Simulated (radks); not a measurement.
Spherical quantum dot in the effective-mass picture: electrons in a hard-walled sphere of radius 2.01, all in effective atomic units (hartree* = m*/eps^2 hartree, bohr* = eps/m* bohr), one dielectric constant everywhere. Calculated with a radial shooting solver with Libxc functionals: non-relativistic Kohn-Sham, LDA (Slater exchange, Perdew-Wang correlation), spin-polarised, spherical densities. Levels are named by radial order and angular momentum (1s, 1p, 1d, 2s, ...), and open shells are averaged over m.

N = 22, configuration 1s2 1p6 1d10 1f(up 4, down 0). This is the lowest configuration that the search found. Occupied and some empty levels:

level,occupation,eigenvalue (hartree*),<r> (bohr*)
1s up,1,15.719,1.242
1s down,1,15.804,1.235
1p up,3,16.524,1.335
1p down,3,16.619,1.332
1d up,5,17.783,1.401
1d down,5,17.884,1.399
1f up,4,19.436,1.451
1f down,0,19.541,1.451
2s up,0,19.575,0.9243
2s down,0,19.618,0.9266
1g up,0,21.450,1.492
1g down,0,21.558,1.491
2p up,0,21.885,1.057
2p down,0,21.937,1.057
2d up,0,24.554,1.147
2d down,0,24.615,1.146

Energy (hartree*): total 231.595, kinetic 88.069, external 0, Hartree 160.89, exchange-correlation -17.368.
